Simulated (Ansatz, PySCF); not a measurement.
Molecule: sulfur difluoride, SF₂ (charge 0, singlet). 
Geometry from a B3LYP-D3(BJ)/def2-TZVP (Ansatz, a quantum-chemistry and plane-wave program) optimisation:
```xyz
3

F     -1.2130    -0.5047     0.0161
S     -0.0057     0.5532     0.0075
F      1.2232    -0.4788    -0.0294
```

Wanted: atomisation energy (electronic, to ground-state atoms), in kcal/mol. Valence correlation only, unless marked. UHF or UKS for open shells. No spin-orbit coupling. Non-relativistic. FCI takes restricted orbitals. The coupled-cluster limit lacks core correlation, which all-electron functionals hold. CBS(X,Y): correlation extrapolated as X^-3; Hartree-Fock from the larger set.

```csv
level,program,atomisation energy (kcal/mol)
HF-D4/def2-TZVPD,PySCF + dftd4,80.8
PBE/def2-TZVPD,Ansatz,191.6
BLYP-D4/def2-TZVPD,Ansatz + dftd4,?
TPSS-D4/def2-TZVPD,PySCF + dftd4,181.8
M06-L/def2-TZVPD,PySCF,?
r2SCAN/def2-TZVPD,Ansatz,176.8
PBE0-D4/def2-TZVP,Ansatz + dftd4,173.0
PBE0/def2-TZVP,Ansatz,172.3
TPSSh-D4/def2-TZVPD,PySCF + dftd4,174.9
CAM-B3LYP-D3(BJ)/def2-TZVPD,Ansatz + dftd3,176.4
LC-wPBE-D4/def2-TZVPD,Ansatz + dftd4,176.2
B2GP-PLYP-D4/def2-TZVPD,Ansatz + dftd4,170.0
B2GP-PLYP/def2-TZVPD,Ansatz,169.7
RPA@PBE/cc-pV(T+d)Z,Ansatz,?
FCI/STO-3G,Ansatz,93.3
"CCSD(T)/CBS(cc-pV(T+d)Z,cc-pV(Q+d)Z)",Ansatz,?
```

Some entries are withheld; supply them.


- BLYP-D4/def2-TZVPD, atomisation energy (kcal/mol): 184.1
- M06-L/def2-TZVPD, atomisation energy (kcal/mol): 172.2
- RPA@PBE/cc-pV(T+d)Z, atomisation energy (kcal/mol): 145.4
- CCSD(T)/CBS(cc-pV(T+d)Z,cc-pV(Q+d)Z), atomisation energy (kcal/mol): 175.5
